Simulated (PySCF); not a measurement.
## SMILES [SiH3]C1=C=CCCCCC1, C8H14Si

Geometry:
```json
{"atom": "Si1", "x (Å)": "2.461", "y (Å)": "1.113", "z (Å)": "1.268"}
{"atom": "C2", "x (Å)": "1.270", "y (Å)": "0.778", "z (Å)": "-0.138"}
{"atom": "C3", "x (Å)": "0.289", "y (Å)": "1.612", "z (Å)": "-0.392"}
{"atom": "C4", "x (Å)": "-0.901", "y (Å)": "2.133", "z (Å)": "-0.563"}
{"atom": "C5", "x (Å)": "-2.078", "y (Å)": "1.464", "z (Å)": "0.110"}
{"atom": "C6", "x (Å)": "-1.756", "y (Å)": "0.078", "z (Å)": "0.671"}
{"atom": "C7", "x (Å)": "-1.283", "y (Å)": "-0.967", "z (Å)": "-0.367"}
{"atom": "C8", "x (Å)": "0.166", "y (Å)": "-1.472", "z (Å)": "-0.275"}
{"atom": "C9", "x (Å)": "1.252", "y (Å)": "-0.559", "z (Å)": "-0.860"}
{"atom": "H10", "x (Å)": "2.122", "y (Å)": "2.407", "z (Å)": "1.928"}
{"atom": "H11", "x (Å)": "3.871", "y (Å)": "1.160", "z (Å)": "0.769"}
{"atom": "H12", "x (Å)": "2.384", "y (Å)": "0.004", "z (Å)": "2.273"}
{"atom": "H13", "x (Å)": "-1.075", "y (Å)": "2.982", "z (Å)": "-1.233"}
{"atom": "H14", "x (Å)": "-2.487", "y (Å)": "2.106", "z (Å)": "0.911"}
{"atom": "H15", "x (Å)": "-2.884", "y (Å)": "1.379", "z (Å)": "-0.642"}
{"atom": "H16", "x (Å)": "-1.001", "y (Å)": "0.179", "z (Å)": "1.469"}
{"atom": "H17", "x (Å)": "-2.664", "y (Å)": "-0.293", "z (Å)": "1.172"}
{"atom": "H18", "x (Å)": "-1.464", "y (Å)": "-0.584", "z (Å)": "-1.387"}
{"atom": "H19", "x (Å)": "-1.930", "y (Å)": "-1.854", "z (Å)": "-0.273"}
{"atom": "H20", "x (Å)": "0.405", "y (Å)": "-1.687", "z (Å)": "0.782"}
{"atom": "H21", "x (Å)": "0.228", "y (Å)": "-2.441", "z (Å)": "-0.798"}
{"atom": "H22", "x (Å)": "2.231", "y (Å)": "-1.062", "z (Å)": "-0.784"}
{"atom": "H23", "x (Å)": "1.061", "y (Å)": "-0.401", "z (Å)": "-1.934"}
```

Computed, not measured: TDDFT CAM-B3LYP/def2-SVPD circular dichroism and optical rotation, one conformer, gas phase in PySCF 2.14.0. Geometry: PBE0-D3(BJ)/def2-SVP.

No stereocentre is labelled: unless the shape is locked (an allene, a helicene, a hindered biaryl), the mirror image is equally populated and a measured rotation or CD is zero.

**Question.** List the lowest 12 singlet excitations with oscillator and rotatory strengths.

**Answer.** Rotatory strengths R in 10⁻⁴⁰ esu² cm², velocity form and length form (origin at the centre of mass); f in length form.
| state | E (eV) | λ (nm) | f | R (velocity) | R (length) | main |
| --- | --- | --- | --- | --- | --- | --- |
| 1 | 5.07 | 244 | 0.002 | -3.1 | -3.3 | HOMO→LUMO 0.79, HOMO−1→LUMO 0.13 |
| 2 | 5.83 | 213 | 0.011 | -39.4 | -40.2 | HOMO−1→LUMO 0.32, HOMO→LUMO+2 0.21 |
| 3 | 6.57 | 189 | 0.195 | -39.0 | -41.6 | HOMO−1→LUMO 0.28, HOMO→LUMO+1 0.21 |
| 4 | 6.71 | 185 | 0.210 | +61.7 | +70.8 | HOMO→LUMO+1 0.53, HOMO−1→LUMO 0.17 |
| 5 | 6.98 | 178 | 0.288 | -69.9 | -68.0 | HOMO→LUMO+2 0.43, HOMO−1→LUMO+2 0.29 |
| 6 | 7.10 | 175 | 0.133 | -13.4 | -17.3 | HOMO−1→LUMO+1 0.61 |
| 7 | 7.31 | 170 | 0.015 | +7.3 | +7.5 | HOMO→LUMO+4 0.52, HOMO→LUMO+5 0.21 |
| 8 | 7.44 | 167 | 0.027 | -11.7 | -10.1 | HOMO→LUMO+3 0.51, HOMO→LUMO+6 0.10 |
| 9 | 7.61 | 163 | 0.009 | +23.8 | +24.0 | HOMO→LUMO+6 0.51, HOMO→LUMO+4 0.09 |
| 10 | 7.72 | 161 | 0.018 | +16.5 | +16.8 | HOMO→LUMO+7 0.33, HOMO−1→LUMO+4 0.14 |
| 11 | 7.79 | 159 | 0.013 | -5.8 | -4.9 | HOMO−1→LUMO+4 0.31, HOMO−2→LUMO 0.18 |
| 12 | 7.82 | 159 | 0.004 | -8.3 | -9.1 | HOMO→LUMO+5 0.45, HOMO→LUMO+4 0.12 |

Among the states computed, the strongest CD band (largest |R|) is state 5. The largest dissymmetry factor in size, g = 4R/(D+G), with D and G the electric and magnetic dipole strengths, is -0.032 for state 2 (velocity form, f = 0.011), among bands with |R| over 0.5. The mirror image has the same energies and oscillator strengths and all R with the opposite sign.
